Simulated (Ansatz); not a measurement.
CHCl2FSi: where a starting geometry ends

The starting geometry of this gas-phase singlet was optimised with GFN2-xTB; its bonds are those of `F/[Si](Cl)=C\Cl`.

| atom | x (Å) | y (Å) | z (Å) |
| --- | --- | --- | --- |
| C | 0.3724 | -0.7862 | 0.7323 |
| Cl | -0.5901 | 2.3902 | -0.0316 |
| Cl | 0.9872 | -2.3245 | 0.1547 |
| F | -0.0082 | 0.3604 | -1.9480 |
| Si | 0.0928 | 0.5633 | -0.3645 |
| H | 0.5729 | -0.6454 | 1.7821 |

Problem. Predict what it relaxes into with r2SCAN-D4/def2-SVP.

Solution. It keeps its bonds, and is `F/[Si](Cl)=C\Cl`.

The energy falls by 0.15 eV over 10 steps:

```tsv
step	E − E(last) (eV)
1	0.149
2	0.036
3	0.019
4	0.012
5	0.008
6	0.001
7	0.000
8	0.000
9	0.000
10	0.000
```

Final geometry (Å):

```xyz
6

C     0.4840   -0.7435    0.6709
Cl   -0.5440    2.3470    0.1316
Cl    0.9813   -2.3417    0.2164
F     0.0027    0.3506   -2.0203
Si    0.0346    0.4842   -0.4196
H     0.4682   -0.5389    1.7460
```

Frequencies at the end are all real (lowest 89 cm⁻¹). Run with Ansatz 0.2.0, 18 s on 1 thread of Intel(R) Xeon(R) 6975P-C (Granite Rapids) (shared host).
